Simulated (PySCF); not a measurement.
**How methods differ on the excitation energy of Lu**

Lu [Xe] 4f14 5d1 6s2 (2D) → Lu [Xe] 4f14 5d1 6s1 6p1 (high-spin determinant), as a difference of total energies. Computed with PySCF 2.14 in x2c-SVPall, with the spin-free X2C one-electron Hamiltonian (Gaussian nucleus). Correlated levels: valence: [Kr] 4d10 frozen; valence and next inner shell: [Ar] 3d10 frozen. The calculations carry no spin-orbit coupling.

```tsv
method	excitation energy (eV)
UHF	1.896
LDA	3.055
PBE0	2.684
r2SCAN	2.576
BHandHLYP	2.930
B3LYP	3.043
wB97X	3.302
MP2 (valence)	2.826
SCS-MP2 (valence)	2.909
SCS-MP2 (valence and next inner shell)	2.911
```

Task: Estimate what MP2 (valence and next inner shell) gives.

Result: 2.827 eV, closest to MP2 (valence) among the rows shown.

Task: Estimate what PBE gives.

Result: 2.839 eV, closest to MP2 (valence) among the rows shown.

A first-order spin-orbit estimate (lowest level to lowest level, LS coupling) adds -0.185 eV.

The basis was made for the ground configuration and has no added diffuse functions, so the excitation energy can come out too high.

The determinant of the upper state mixes LS terms, which raises its energy above the lowest term, most at the Hartree-Fock and MP2 levels.
